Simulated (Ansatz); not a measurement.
Relaxation of ClHOSSi (5 atoms, charge 0, multiplicity 1), to a largest force component of 0.015 eV/Å in at most 40 steps.

The calculation used RKS PBE0-D4/def2-SVP in Ansatz 0.2.0.

```xyz
5
Properties=species:S:1:pos:R:3:forces:R:3
O 0.274 1.156 0.266 0.61 0.86 0.86
Si 0.053 -0.428 0.153 -1.11 -1.10 -1.62
S -0.931 -1.320 -1.307 0.53 0.31 0.81
Cl 0.946 -1.292 1.737 0.15 0.05 0.24
H -0.048 1.808 -0.357 -0.19 -0.12 -0.29
```

Where does it end, and by what steps?

It converged. After 7 steps the energy has fallen by 0.095 eV; H5 moved furthest, 0.07 Å.

```json
{"step": "0", "energy less start (eV)": "0.0000", "largest force component (eV/Å)": "1.623", "accepted": "yes"}
{"step": "1", "energy less start (eV)": "-0.0640", "largest force component (eV/Å)": "0.630", "accepted": "yes"}
{"step": "2", "energy less start (eV)": "-0.0772", "largest force component (eV/Å)": "0.250", "accepted": "yes"}
{"step": "3", "energy less start (eV)": "-0.0872", "largest force component (eV/Å)": "0.159", "accepted": "yes"}
{"step": "4", "energy less start (eV)": "-0.0937", "largest force component (eV/Å)": "0.180", "accepted": "yes"}
{"step": "5", "energy less start (eV)": "-0.0951", "largest force component (eV/Å)": "0.057", "accepted": "yes"}
{"step": "6", "energy less start (eV)": "-0.0953", "largest force component (eV/Å)": "0.026", "accepted": "yes"}
{"step": "7", "energy less start (eV)": "-0.0953", "largest force component (eV/Å)": "0.002", "accepted": "yes"}
```

```xyz
5
Properties=species:S:1:pos:R:3
O 0.311 1.181 0.322
Si 0.034 -0.420 0.120
S -0.929 -1.310 -1.304
Cl 0.942 -1.266 1.726
H -0.063 1.739 -0.371
```

Time of the run: 18 s on 1 CPU thread of a shared host.
